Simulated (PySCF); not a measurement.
The PySCF input:
```python
from pyscf import gto, scf

mol = gto.Mole()
mol.atom = '''
    Si    3.698185   -0.672113    0.117645
    C     1.782839   -0.908620    0.067197
    C     1.082522    0.563850   -0.166394
    Si   -0.910420    0.321278    0.097097
    Cl   -1.579285    1.930181   -0.318281
    Cl   -1.316403   -1.054618   -1.486394
    Cl   -1.451141   -0.279863    1.912663
    H     4.392153   -1.808466    0.570287
    H     4.150975    0.421540    1.173406
    H     4.155345    0.101785   -1.136977
    H     1.494088   -1.208219    1.146439
    H     1.523914   -1.634481   -0.693586
    H     1.355788    1.020666    0.619398
    H     1.293936    0.753280   -1.095647
'''
mol.basis = 'sto-3g'
mol.charge = 0
mol.spin = 0
mol.verbose = 4
mol.build()

mf = scf.RHF(mol)
mf.kernel()
g = mf.nuc_grad_method()
grad = g.kernel()
```

### Question
What does this run give for the number of basis functions, nuclear repulsion energy, Mulliken (on the basis functions themselves) charges in atom order, HOMO-LUMO gap, dipole moment, total energy?

### Answer

The number of basis functions is 62 and the nuclear repulsion energy comes out as 714.1480 Eh. The Mulliken (on the basis functions themselves) charges in atom order is Si1 0.67, C2 -0.25, C3 -0.30, Si4 1.07, Cl5 -0.33, Cl6 -0.36, Cl7 -0.31, H8 -0.15, H9 -0.18, H10 -0.15, H11 0.03, H12 0.06, H13 0.10, H14 0.10 and the HOMO-LUMO gap is 15.49 eV. The dipole moment comes out as 1.82 D and the total energy is -2013.870749 Ha.
